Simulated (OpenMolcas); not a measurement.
**Multiconfigurational calculation on Mo+**

Input:

```
&GATEWAY
Coord
1

Mo 0.0 0.0 0.0
Basis=ANO-RCC-VTZP
Group=XYZ
NoMove
AngMom=0.0 0.0 0.0
AMFI
&SEWARD
* reference wave functions (RASSCF and RASSI steps not shown): 5 electrons in 6 orbitals (4d 5s)
>>> COPY JOB001 $Project.JobIph
&CASPT2
Multistate=6 1 2 3 4 5 6
Frozen=8 6
IPEA=0.25
Imaginary=0.1
MaxIter=60
WThr=0.0 0.3 0.05
PrWF=0.5
NoMix
>>> COPY JOB002 $Project.JobIph
&CASPT2
Multistate=64 1 2 3 4 5 6 7 8 9 10 11 12 13 14 15 16 17 18 19 20 21 22
23 24 25 26 27 28 29 30 31 32 33 34 35 36 37 38 39 40 41 42 43 44 45 46
47 48 49 50 51 52 53 54 55 56 57 58 59 60 61 62 63 64
Frozen=8 6
IPEA=0.25
Imaginary=0.1
MaxIter=60
WThr=0.0 0.3 0.05
PrWF=0.5
NoMix
>>> COPY JOB003 $Project.JobIph
&CASPT2
Multistate=110 1 2 3 4 5 6 7 8 9 10 11 12 13 14 15 16 17 18 19 20 21 22
23 24 25 26 27 28 29 30 31 32 33 34 35 36 37 38 39 40 41 42 43 44 45 46
47 48 49 50 51 52 53 54 55 56 57 58 59 60 61 62 63 64 65 66 67 68 69 70
71 72 73 74 75 76 77 78 79 80 81 82 83 84 85 86 87 88 89 90 91 92 93 94
95 96 97 98 99 100 101 102 103 104 105 106 107 108 109 110
NoMult
Frozen=8 6
IPEA=0.25
Imaginary=0.1
MaxIter=60
WThr=0.0 0.3 0.05
PrWF=0.5
NoMix
```

Launched by
```bash
OMP_NUM_THREADS=1 MOLCAS_MEM=1689 MOLCAS_PROJECT=a pymolcas a.inp > a.log  # once for each step of the input, in one work folder
```

Output, cut to the results:

```
--- CASPT2 ---
Orbital specifications:
      -----------------------

      Symmetry species                           1   2
                                                ag  au
      Frozen orbitals                            8   6
      Inactive orbitals                          1   3
      Active orbitals                            6   0
      Secondary orbitals                        21  23
      Deleted orbitals                           0   0
      Number of basis functions                 36  32
Type of calculation                        MS-CASPT2
      Fock operator                              state-specific
      IPEA shift                                 0.25
      Real shift                                 0.00
      Imaginary shift                            0.10
      The input orbitals will be transformed to quasi-canonical
Reference energy:       -4045.4563676642
      E2 (Non-variational):      -0.3766961671
      Shift correction:          -0.0004176904
      E2 (Variational):          -0.3771138575
      Total energy:           -4045.8334815217
      Residual norm:              0.0000000930
      Reference weight:           0.91940
      Contributions to the CASPT2 correlation energy
      Active & Virtual Only:         -0.0722581065
      One Inactive Excited:          -0.1820249506
      Two Inactive Excited:          -0.1224131100
Reference energy:       -4045.4124960064
      E2 (Non-variational):      -0.3639840661
      Shift correction:          -0.0002765057
      E2 (Variational):          -0.3642605718
      Total energy:           -4045.7767565782
      Residual norm:              0.0000001321
      Reference weight:           0.92295
      Contributions to the CASPT2 correlation energy
      Active & Virtual Only:         -0.0577533158
      One Inactive Excited:          -0.1702595379
      Two Inactive Excited:          -0.1359712124
::    CASPT2 Root  1     Total energy:  -4045.83348152
::    CASPT2 Root  2     Total energy:  -4045.77675658
::    CASPT2 Root  3     Total energy:  -4045.77673651
::    CASPT2 Root  4     Total energy:  -4045.77676270
::    CASPT2 Root  5     Total energy:  -4045.77534101
::    CASPT2 Root  6     Total energy:  -4045.77676875
::    MS-CASPT2 Root  1     Total energy:  -4045.83348162
::    MS-CASPT2 Root  2     Total energy:  -4045.77677088
::    MS-CASPT2 Root  3     Total energy:  -4045.77676355
::    MS-CASPT2 Root  4     Total energy:  -4045.77675427
::    MS-CASPT2 Root  5     Total energy:  -4045.77673574
::    MS-CASPT2 Root  6     Total energy:  -4045.77534100
--- CASPT2 ---
Orbital specifications:
      -----------------------

      Symmetry species                           1   2
                                                ag  au
      Frozen orbitals                            8   6
      Inactive orbitals                          1   3
      Active orbitals                            6   0
      Secondary orbitals                        21  23
      Deleted orbitals                           0   0
      Number of basis functions                 36  32
Type of calculation                        MS-CASPT2
      Fock operator                              state-specific
      IPEA shift                                 0.25
      Real shift                                 0.00
      Imaginary shift                            0.10
      The input orbitals will be transformed to quasi-canonical
Reference energy:       -4045.3714398598
      E2 (Non-variational):      -0.3859375611
      Shift correction:          -0.0003960799
      E2 (Variational):          -0.3863336410
      Total energy:           -4045.7577735008
      Residual norm:              0.0000006648
      Reference weight:           0.91667
      Contributions to the CASPT2 correlation energy
      Active & Virtual Only:         -0.0781470341
      One Inactive Excited:          -0.1838240536
      Two Inactive Excited:          -0.1239664734
Reference energy:       -4045.3714398598
      E2 (Non-variational):      -0.3861855357
      Shift correction:          -0.0003945201
      E2 (Variational):          -0.3865800557
      Total energy:           -4045.7580199156
      Residual norm:              0.0000006083
      Reference weight:           0.91658
      Contributions to the CASPT2 correlation energy
      Active & Virtual Only:         -0.0782133869
      One Inactive Excited:          -0.1839255536
      Two Inactive Excited:          -0.1240465952
::    CASPT2 Root  1     Total energy:  -4045.75777350
::    CASPT2 Root  2     Total energy:  -4045.75801992
::    CASPT2 Root  3     Total energy:  -4045.75816710
::    CASPT2 Root  4     Total energy:  -4045.75801665
::    CASPT2 Root  5     Total energy:  -4045.75801621
::    CASPT2 Root  6     Total energy:  -4045.75826359
::    CASPT2 Root  7     Total energy:  -4045.75792526
::    CASPT2 Root  8     Total energy:  -4045.75809208
::    CASPT2 Root  9     Total energy:  -4045.75805298
::    CASPT2 Root 10     Total energy:  -4045.75414209
::    CASPT2 Root 11     Total energy:  -4045.75414215
::    CASPT2 Root 12     Total energy:  -4045.75414198
::    CASPT2 Root 13     Total energy:  -4045.75618819
::    CASPT2 Root 14     Total energy:  -4045.75606442
::    CASPT2 Root 15     Total energy:  -4045.75620095
::    CASPT2 Root 16     Total energy:  -4045.75619768
::    CASPT2 Root 17     Total energy:  -4045.75604817
::    CASPT2 Root 18     Total energy:  -4045.70838658
::    CASPT2 Root 19     Total energy:  -4045.70835160
::    CASPT2 Root 20     Total energy:  -4045.70841942
::    CASPT2 Root 21     Total energy:  -4045.70888821
::    CASPT2 Root 22     Total energy:  -4045.70831469
::    CASPT2 Root 23     Total energy:  -4045.70826059
::    CASPT2 Root 24     Total energy:  -4045.70868921
::    CASPT2 Root 25     Total energy:  -4045.70855481
::    CASPT2 Root 26     Total energy:  -4045.70830523
::    CASPT2 Root 27     Total energy:  -4045.70840966
...
```

Levels above the lowest, from the spin-orbit matrix with the single-state CASPT2 energies, averaged by term, on its diagonal:

| Configuration | Term | J | E (cm⁻¹) | Measured (cm⁻¹) | g | Term weight % | Second |
| --- | --- | --- | --- | --- | --- | --- | --- |
| 4d⁵ | ⁶S | 5/2 | 0.0 | 0.0 | 2.000 | 99 |  |
| 4d⁴ 5s | ⁶D | 1/2 | 11540 | 11783 | 3.326 | 98 |  |
| 4d⁴ 5s | ⁶D | 3/2 | 11780 | 12034 | 1.866 | 99 |  |
| 4d⁴ 5s | ⁶D | 5/2 | 12150 | 12417 | 1.658 | 99 |  |
| 4d⁴ 5s | ⁶D | 7/2 | 12620 | 12900 | 1.587 | 100 |  |
| 4d⁴ 5s | ⁶D | 9/2 | 13160 | 13461 | 1.555 | 99 |  |
| 4d⁵ | ⁴D | 3/2 | 16300 |  | 1.359 | 70 | 29 ⁴P |
| 4d⁵ | ⁴G | 5/2 | 16360 |  | 1.056 | 43 | 37 ⁴D |
| 4d⁵ | ⁴D | 1/2 | 16420 |  | 0.569 | 78 | 21 ⁴P |
| 4d⁵ | ⁴G | 5/2 | 16470 |  | 0.965 | 55 | 30 ⁴D |
| 4d⁵ | ⁴G | 7/2 | 16530 | 15331 | 0.990 | 98 |  |
| 4d⁵ | ⁴G | 11/2 | 16610 | 15447 | 1.272 | 99 |  |
| 4d⁵ | ⁴G | 9/2 | 16610 | 15428 | 1.172 | 100 |  |
| 4d⁵ | ⁴D | 7/2 | 17240 |  | 1.423 | 98 |  |
| 4d⁵ | ⁴P | 1/2 | 17380 |  | 2.102 | 77 | 21 ⁴D |
| 4d⁵ | ⁴P | 3/2 | 17830 |  | 1.569 | 69 | 29 ⁴D |
| 4d⁵ | ⁴P | 5/2 | 18070 |  | 1.516 | 64 | 32 ⁴D |
| 4d⁴ 5s | ⁴D(1) | 1/2 | 23990 |  | 0.028 | 97 |  |
| 4d⁴ 5s | ⁴D(1) | 3/2 | 24150 |  | 1.196 | 95 |  |
| 4d⁵ | ²D | 5/2 | 24230 |  | 1.214 | 39 | 37 4d⁴ 5s ⁴D(1) |
| 4d⁴ 5s | ⁴D(1) | 5/2 | 24510 |  | 1.257 | 61 | 25 4d⁵ ²D |
| 4d⁴ 5s | ⁴D(1) | 7/2 | 24580 |  | 1.422 | 97 |  |
| 4d⁵ | ²D | 3/2 | 24930 |  | 0.760 | 84 | 12 4d⁴ 5s ⁴F |
| 4d⁵ | ²I | 11/2 | 25240 |  | 0.931 | 95 | 4 ²H |

Against the 8 measured excited levels shown (NIST Handbook of Basic Atomic Spectroscopic Data) the mean absolute deviation is 610 cm-1; the largest miss in energy is 4d⁵ ⁴G_7/2: computed 16530, measured 15331 cm⁻¹ (+7.8 %).

Term energies are means over components that CASPT2 splits; among the terms shown or strongly mixed into the levels shown the widest spread is 310 cm-1 (4d⁴ 5s ⁶D). Configurations are named by rounded mean occupations; where the s occupation lies near a half they are strongly mixed, a name can repeat and a true partner stay unpaired. A single d shell beside an s shell can misplace configurations of different d count against each other. Measured partners are found by configuration, term and J. A level has none where our copy of the source lacks it or the pairing is in doubt (some pairs that miss far off the trend of their configuration count as doubtful), and it then counts in no deviation. Only configurations of the active space appear. The first state left out of the spin-orbit step lies near 45000 cm-1 above the lowest spin-free state of the reference (among the parities and spins computed), and the list stops at four fifths of that energy or lower. The table shows the lowest 24 of 66 levels.

The term weight is that of the spin-free term in the level, not the purity of its configuration. A number in round brackets counts repeated terms of one configuration in the order of the reference energies.
